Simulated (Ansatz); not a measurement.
**Question.** Name a neutral molecule of Al, C, Cl, F, O and H with HOMO–LUMO gap (ωB97M-V/def2-TZVPP) between 11.65 and 11.95 eV and HOMO energy (PBE/def2-TZVPP) between -7.40 and -7.10 eV (Ansatz, PBE0-D4/def2-TZVP geometry).

**Answer.** `C[O][Al]([F])[Cl]` (11.88 eV, -7.15 eV). Other molecules can fit too; these were computed, each in one conformer that needn't be the lowest.
